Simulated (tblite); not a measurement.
C6H11FOSi.
Numbering: `[CH2:1]=[C:2]1[CH2:3][O:4][C@@H:5]([CH2:6][F:7])[CH2:8][SiH2:9]1` (hydrogens: H10, H11 on C1; H12, H13 on C3; H14 on C5; H15, H16 on C6; H17, H18 on C8; H19, H20 on Si9)

Cartesian coordinates in Å at the GFN2-xTB level; atoms count from 1:
```
atom  x, y, z in Å
C1     2.9463   -0.7387    0.1956
C2     1.7583   -0.1801    0.0170
C3     0.9308   -0.4846   -1.2060
O4    -0.3956   -0.8751   -0.9146
C5    -1.2202    0.1509   -0.4018
C6    -2.6540   -0.3625   -0.5615
F7    -3.5507    0.6241   -0.2410
C8    -0.9121    0.4883    1.0572
Si9    0.9127    0.9958    1.2272
H10    3.3747   -1.4268   -0.5186
H11    3.5442   -0.5227    1.0650
H12    1.3533   -1.3245   -1.7649
H13    0.9182    0.4035   -1.8612
H14   -1.1082    1.0596   -1.0190
H15   -2.8396   -1.2061    0.1095
H16   -2.8453   -0.6572   -1.5973
H17   -1.5950    1.2701    1.3862
H18   -1.1163   -0.3985    1.6596
H19    1.0910    2.3825    0.7726
H20    1.4024    0.8125    2.5929
```

All values are computed: GFN2-xTB (tblite) harmonic vibrations without scaling, gas phase. Against measured fundamentals such values can be off by several per cent, at times by over 20. Modes of hydrogen on silicon can be 10 to 20 % off. One conformer, not necessarily the lowest.

Harmonic wavenumbers (cm⁻¹): 47.9, 80.9, 101.4, 188.5, 218.7, 261.8, 296.8, 334.3, 373.3, 452.1, 457.7, 510.5, 542.2, 573.5, 633.8, 676.4, 709.2, 763.8, 775.5, 803.6, 895.3, 916.3, 936.7, 964.9, 992.7, 1034.2, 1067.6, 1089.5, 1114.3, 1149.0, 1188.4, 1197.3, 1235.2, 1245.7, 1286.3, 1315.5, 1333.7, 1336.1, 1417.9, 1447.3, 1449.1, 1460.7, 1686.7, 2210.4, 2273.3, 2820.3, 2825.5, 2953.0, 2961.1, 2965.3, 2981.0, 3004.7, 3065.9, 3110.4.

A = 2770, B = 837.3, C = 678.6 MHz; mass 146.056 u (most abundant isotopes); point group C1, symmetry number 1.

Q: Zero-point energy?

A: ½Σν̃ = 33867 cm⁻¹ = 96.83 kcal/mol.

Q: What is S at 298.15 K and 1 bar for an ideal gas of classical rigid rotors and harmonic oscillators?

A: Translation 40.87, rotation 29.70, vibration 28.00: S = 98.6 cal/(mol K).

Q: And Cp and H(298.15 K) − H(0)?

A: Cp = 40.37 cal/(mol K), of which vibrations give 32.42 (their classical limit is 54 R = 107.3); H(298.15 K) − H(0) = 6.95 kcal/mol without the zero-point energy, 4.58 from vibrations.

Q: What must be added to the electronic energy to get the Gibbs energy at 298.15 K and 1 bar?

A: ZPE + [H(298.15 K) − H(0)] − T·S = 96.83 + 6.95 − 29.39 = 74.39 kcal/mol.

Q: Blend soft modes into free rotors: weight 1/[1 + (100 cm⁻¹/ν̃)⁴] for the oscillator and the rest for a rotor with moment μB/(μ + B), μ = h/(8π²ν), B = 10⁻⁴⁴ kg m². What vibrational entropy results?

A: 25.93 cal/(mol K) in place of 28.00, which changes −T·S at 298.15 K by +0.62 kcal/mol.

Q: How do the functions run with temperature in this model?

A: 
```tsv
T (K)	S (cal/(mol K))	Cp (cal/(mol K))	H − H(0) (kcal/mol)	G − H(0) (kcal/mol)	ln q(vib)
150	77.5	23.1	2.26	-9.37	2.66
250	92.0	34.7	5.14	-17.86	5.13
400	112.1	51.7	11.65	-33.18	9.05
600	136.5	68.7	23.80	-58.08	14.40
900	167.6	84.5	46.99	-103.84	22.12
```

q(vib) and H(0) count from the zero-point level.

Hindered rotation and anharmonicity are outside this model. Other conformers, if any are populated, would add a mixing term that is left out. The structure is chiral; the term R ln 2 for an equal mix with its mirror image is left out.
